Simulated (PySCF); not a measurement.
# Carbon: a sound run and one with changed settings

Sound run: C⁺ [He] 2s2 2p1, C²⁺ [He] 2s2. Calculation: PySCF 2.14, in jorge-DZP-DKH; scalar relativity by spin-free X2C-1e. In the sound run the correlated levels freeze 1s2. The sound run starts from symmetry-adapted Hartree-Fock orbitals and uses a fine grid where one is needed.

Changed run: initial guess atom, at most 50 SCF cycles.

```
species   method  sound run (hartree)  changed run (hartree)  converged
     C⁺      UHF            -37.30641              -37.30641        yes
     C⁺     PBE0            -37.39355              -37.39355        yes
     C⁺  CCSD(T)            -37.37473              -37.37473        yes
    C²⁺      LDA            -36.13901              -36.13901        yes
    C²⁺      MP2            -36.45870              -36.45870        yes
```

Here the plain start reaches the same solutions.
